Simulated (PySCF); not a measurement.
C₂H₅BeI. Atoms are numbered in the order given.

```xyz
9

Be     0.3554     1.0324     0.0000
I     -0.0365    -1.1226     0.0000
C      0.6600     2.6877     0.0000
C     -0.5636     3.6284     0.0000
H      1.3087     2.9148    -0.8798
H      1.3087     2.9148     0.8798
H     -1.2066     3.4711     0.8908
H     -1.2066     3.4711    -0.8908
H     -0.2693     4.6996     0.0000
```

The structure is a stationary point at PBE-D3(BJ)/def2-SVP. The def2 effective core potentials stand for the cores of I; spin–orbit coupling is left out. Other conformers were not sampled.

These are PBE0/def2-TZVPD run with PySCF values and carry that method's errors.

Mulliken values depend strongly on the basis, most of all with diffuse functions as here. ESP charges are fitted to the potential on shells at 1.4 to 2.0 van der Waals radii. Atomic charges (e):

| atom | ESP fit | Mulliken |
|---|---|---|
| Be1 | 0.19 | -0.02 |
| I2 | -0.17 | -0.18 |
| C3 | 0.19 | 0.16 |
| C4 | -0.35 | -0.87 |
| H5 | -0.05 | 0.13 |
| H6 | -0.05 | 0.13 |
| H7 | 0.08 | 0.23 |
| H8 | 0.08 | 0.23 |
| H9 | 0.07 | 0.19 |
